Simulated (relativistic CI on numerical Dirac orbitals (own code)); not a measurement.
Transition arrays of Ge13+

Calculated at this level of theory: Dirac-Coulomb-Breit CI, orbitals from a KLI potential per configuration, a model potential for QED, valence Slater integrals scaled by 0.9, whole transition arrays (own radial code, finite nucleus).

Configuration list (outside the closed core [Ne] 3s2): 3p6.3d, 3p6.4f, 3p5.3d2, 3p6.4p, 3p6.5f. Levels of other configurations are missing.

All E1 lines from the levels of 3p6.3d; mean and standard deviation are weighted by gf, and upper levels are sorted by their leading configuration.

| Upper configuration | Lines | Σgf | Mean (eV) | Mean (nm) | σ (eV) | Strongest line (nm) |
| --- | --- | --- | --- | --- | --- | --- |
| 3p6.4f | 3 | 7.9 | 233.02 | 5.321 | 0.44 | 5.329 |
| 3p5.3d2 | 60 | 24.7 | 106.74 | 11.616 | 5.43 | 11.246 |
| 3p6.4p | 3 | 0.4 | 177.18 | 6.998 | 0.45 | 6.990 |
| 3p6.5f | 3 | 2.5 | 295.46 | 4.196 | 0.45 | 4.202 |

Σgf per state of the lower configuration in bins of 0.2 nm over the central range (centre: value): 4.1: 0.10, 4.3: 0.15, 5.3: 0.79, 6.9: 0.02, 7.1: 0.01, 11.1: 0.43, 11.3: 1.23, 12.1: 0.43, 12.3: 0.32.

**Question.** How do configuration mixing and the scaling of the Slater integrals move the arrays?

**Answer.** Slater scale 0.9, no configuration mixing: 3p6.4f 232.7 ± 0.4 eV (Σgf 6.7), 3p5.3d2 106.7 ± 5.3 eV (Σgf 25.3), 3p6.4p 177.1 ± 0.4 eV (Σgf 0.5), 3p6.5f 295.3 ± 0.5 eV (Σgf 2.0); Slater scale 1: 3p6.4f 233.1 ± 0.4 eV (Σgf 8.0), 3p5.3d2 109.2 ± 5.9 eV (Σgf 25.2), 3p6.4p 177.2 ± 0.4 eV (Σgf 0.3), 3p6.5f 295.5 ± 0.5 eV (Σgf 2.6); Slater scale 0.8: 3p6.4f 232.9 ± 0.4 eV (Σgf 7.7), 3p5.3d2 104.3 ± 4.9 eV (Σgf 24.3), 3p6.4p 177.2 ± 0.4 eV (Σgf 0.4), 3p6.5f 295.4 ± 0.5 eV (Σgf 2.5). With mixing, levels are counted to their leading configuration, so an array can shrink or vanish into another, and the sums then hold other lines.
